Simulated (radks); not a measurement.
The numbers below are computed, except where a source is named.
Initial-state core-level shifts of the niobium ion Nb+ when its valence configuration changes from [Kr] 4d4. Level of theory: scalar-relativistic Kohn-Sham, PBE, spin-unpolarised, spherical densities, finite nucleus; Fermi nuclear charge, rms radius 4.324 fm (a radial shooting solver on a logarithmic mesh with Libxc functionals). Shifts are changes of the shell-averaged eigenvalues in eV (positive: less bound); the change of the density at the nucleus, which sets a Mossbauer isomer shift, is in e/bohr^3, on a base of 8.406e+04.

valence               1s       2s       2p       3s  density at nucleus
4d3.5 5p0.5       -2.064   -2.155   -2.147   -2.137              +0.713
4d3 5p1           -4.270   -4.471   -4.454   -4.424              +1.640
4d3 5s0.5 5p0.5   -3.672   -3.883   -3.867   -3.830              +8.147
4d3 5s1           -3.063   -3.286   -3.270   -3.226             +14.456
4d1 5p3          -14.184  -15.003  -14.937  -14.698              +7.500
4d2.5 5s1 5p0.5   -5.405   -5.750   -5.724   -5.650             +16.421
4d1 5s1 5p2      -13.052  -13.873  -13.811  -13.563             +23.781
4d2 5p2           -9.032   -9.506   -9.467   -9.360              +4.138
4d3.5 5s0.5       -1.463   -1.568   -1.560   -1.542              +6.824
